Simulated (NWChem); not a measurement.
Species: CH₃ClO₂Si; SMILES O1[SiH](Cl)OC1

```xyz
8

Cl    -0.2665    -1.8929     0.0000
Si     0.5846    -0.0221     0.0000
O     -0.0503     1.0579    -1.1133
C     -0.5318     1.8420     0.0000
O     -0.0503     1.0579     1.1133
H      2.0440    -0.2233     0.0000
H     -0.0770     2.8370     0.0000
H     -1.6249     1.8958     0.0000
```
Atoms are numbered in this order, from 1.

All runs: NWChem. Structure relaxed at the B3LYP/6-31G* (spherical d) level.

For level B3LYP/def2-TZVP:

```yaml
highest occupied level (eV): -8.37
orbital gap (eV): 7.75
```

Estimate the same quantities for level TPSSh/def2-TZVP.

The highest occupied level (eV) is -7.81 and the orbital gap (eV) comes out as 7.05.
